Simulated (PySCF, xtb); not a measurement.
Te(H)(OMe) (CH4OTe), SMILES [TeH]OC.

Harmonic wavenumbers (cm⁻¹) from GFN2-xTB run with xtb at its own minimum, in rising order: 155, 183, 255, 485, 634, 1044, 1135, 1146, 1413, 1476, 1489, 1918, 2931, 2945, 2981.

**Question.** What does PBE-D3(BJ)/def2-SVP (PySCF) give at its own minimum? (An estimate is asked for; the answer gives what the named calculation found.)

**Answer.** 164, 200, 272, 516, 647, 1042, 1126, 1135, 1388, 1400, 1430, 1984, 2903, 2975, 3019. Paired by order, the mean absolute difference is 29 cm⁻¹ and the zero-point energies are 28.9 and 28.9 kcal/mol.
